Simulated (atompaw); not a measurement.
**Ranking PAW (atompaw) potentials for Eu (Z = 63)**

All share these settings but for the change named:

atompaw 4.2.0.5 input, output lines left out:

```
Eu 63
LDA-PW scalarrelativistic loggrid 2001 logderivrange -6 5 276
6 6 5 4 0 0
6 1 0
5 2 1
4 3 6
0 0 0
c
c
c
c
v
v
c
c
c
v
v
c
c
v
c
2
2.90 2.65 2.80 2.10
n
n
y
0.1
n
bloechl besselshape
bessel
```

Cutoff: the first of the cutoffs (Ry, on a coarse ladder) from which the occupation-weighted sum of valence levels, in a spherical-Bessel basis at the reference potential, stays within 10 and 1 mRy of its value at 400 Ry; the density cutoff is not measured.

The base gives 21 Ry.

Of 9 variants that were run, those that failed, showed a ghost or another fault, or gave nearly equal values are left out.

A variant can come out equal or close to the base.

(1) Rank these variants from softest to hardest (loose cutoff).
A. waves 5s (bound): rc 2.10 bohr; 6s (bound): rc 1.80 bohr; 5p (bound): rc 2.30 bohr; 6p (bound): rc 2.90 bohr; 5d (bound): rc 2.55 bohr; 5d channel at 0.1 Ry: rc 2.90 bohr; augmentation besselshape compensation charge, radius 2.65 bohr; PAW radius 2.90 bohr; waves and projectors: custom rrkj gramschmidtortho
B. local potential troulliermartins scheme with l = 3 at 0.5 Ry, radius 2.80 bohr
C. core [Kr] 4d10, valence charge 17; reference 4f7 5s2 5p6 5d0 6s0.5 6p0; waves now 5s (bound); 6s (bound); 5p (bound); 6p (bound); 5d (bound); 5d channel at 0.6 Ry; 4f (bound); 4f channel at -0.5 Ry; local potential bessel scheme, radius 2.00 bohr; core correction smooth core density matched at 2.00 bohr; augmentation besselshape compensation charge, radius 2.55 bohr; PAW radius 3.00 bohr; waves and projectors: bloechl
D. wave 5d channel at 0.1 Ry becomes 5d channel at 2.96 Ry
E. local potential bessel scheme, radius 1.40 bohr

## Answers

(1) A (15 Ry), D (21 Ry), C (25 Ry), E (30 Ry), B (50 Ry).
